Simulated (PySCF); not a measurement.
C₃H₄F₃O₃S (charge -1).
Geometry (PBE0-D3(BJ)/def2-SVP, Å), atoms numbered from 1 in this order:
```
atom  x, y, z in Å
O1    -2.0975   -0.3698    1.6027
S2    -2.1103    0.2550    0.2599
O3    -1.9725    1.7301    0.2784
O4    -3.1428   -0.2609   -0.6592
C5    -0.5401   -0.3027   -0.4836
C6     0.6133    0.1809    0.3649
C7     1.9697   -0.1597   -0.1625
F8     2.9477    0.2811    0.6512
F9     2.1575   -1.4838   -0.2978
F10    2.2087    0.3820   -1.3694
H11   -0.5090    0.1136   -1.5008
H12   -0.5819   -1.4000   -0.5432
H13    0.5152   -0.2412    1.3765
H14    0.5435    1.2752    0.4616
```

Computed with PySCF at PBE0/pcSseg-1, non-relativistic, on one gas-phase PBE0-D3(BJ)/def2-SVP geometry that isn't relaxed in the solvent. The solvent is an IEF-PCM continuum (van der Waals radii × 1.2). Only the electrostatic response of the medium enters.

```json
{"run": "gas", "E − E(gas) (kJ/mol)": "0.00", "HOMO (eV)": "-2.37", "HOMO–LUMO gap (eV)": "7.91"}
{"run": "P", "E − E(gas) (kJ/mol)": "-132.76", "HOMO (eV)": "-4.98", "HOMO–LUMO gap (eV)": "8.54"}
{"run": "Q", "E − E(gas) (kJ/mol)": "-190.51", "HOMO (eV)": "-6.08", "HOMO–LUMO gap (eV)": "8.87"}
```

Task: The runs were made in benzene and chloroform. Which run belongs to which solvent?

Result: P = benzene, Q = chloroform. The dielectric constants are 2.271 (benzene), 4.711 (chloroform), and the energy falls further as ε rises. In this model the ground state sees the solvent through ε alone.

Task: How constant is the ratio of the lowering to 1 − 1/ε?

Result: 
```
   solvent  1 − 1/ε  E − E(gas) (kJ/mol)  ratio (kJ/mol)  polarisation term (kJ/mol)
   benzene    0.560              -132.76          -237.2                     -134.79
chloroform    0.788              -190.51          -241.8                     -195.35
```

The ratio changes by +1.9 % in size from benzene to chloroform. The polarisation term is half the interaction of the solute with the induced surface charges.
